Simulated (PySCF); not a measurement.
## Electron correlation in Mg (magnesium, neutral)

[Ne] 3s2, closed-shell 1S. Computed with PySCF 2.14 in x2c-SVPall, with the spin-free X2C one-electron Hamiltonian (Gaussian nucleus). Frozen: [Ne]; 2 electrons correlated.

Total MP2 correlation energy: -20.10 mhartree.

Same-spin part 0.00 and opposite-spin part -20.10 mhartree; SCS-MP2 scales them by 1/3 and 6/5 to -24.12 mhartree.

With two correlated electrons CCSD is exact within the correlated space (frozen core and kept virtual orbitals).

```json
{"level": "CCSD", "correlation energy (mhartree)": "-31.91"}
```

Diagnostics: T1 = 0.012, D1 = 0.0163, largest double amplitude 0.135.

Cost of the coupled-cluster step: 0.04 s of wall time on 1 thread of Neoverse-V2 (shared host), for 2 correlated electrons.
